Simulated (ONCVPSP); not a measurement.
u(r) = r·R(r): atom against pseudo-atom (Re (Z = 75))

Columns: radius, all-electron u(r) and pseudo u(r) of the 5p shell (level -45.00 eV) of rhenium in the configuration [Kr] 4d10 4f14 5s2 5p6 5d6 6s1; PBE, scalar-relativistic, ONCV scheme, ONCVPSP 4.0.1.

```
r (bohr)  all-electron  pseudo
   0.120        0.3212  0.0311
   0.240       -0.0962  0.1106
   0.360       -0.5510  0.2287
   0.480       -0.3185  0.3886
   0.600        0.1691  0.5633
   0.720        0.6033  0.7201
   0.840        0.8879  0.8662
   0.960        1.0278  0.9940
   1.080        1.0581  1.0499
   1.200        1.0170  1.0167
   1.320        0.9349  0.9348
   1.440        0.8338  0.8336
   1.560        0.7277  0.7276
   1.680        0.6251  0.6250
   1.800        0.5307  0.5306
   1.920        0.4465  0.4464
   2.040        0.3731  0.3730
   2.160        0.3100  0.3099
   2.280        0.2564  0.2564
   2.400        0.2114  0.2114
   2.520        0.1738  0.1737
   2.640        0.1425  0.1424
   2.760        0.1166  0.1166
   2.880        0.0952  0.0952
   3.000        0.0777  0.0776
   3.120        0.0633  0.0632
```

Problem. How many radial nodes do the two functions have?

Solution. The all-electron 5p function has n − l − 1 = 3 (the table is too coarse to show those close to the nucleus); the pseudo-wave has 0, since the states of the same l below it are removed with the core.

Problem. At about which radius was the pseudo-wave matched?

Solution. 1.25 bohr, where the columns begin to agree (steps of 0.12 bohr).

Problem. Where does each function peak?

Solution. Outermost all-electron maximum near 1.08 bohr, pseudo maximum near 1.08 bohr (to the table’s step).

Problem. Is the pseudo-wave norm-conserving?

Solution. Yes: the ONCV scheme keeps the norm inside the radius equal to the all-electron one, which fixes the energy derivative of the logarithmic derivative at the level.
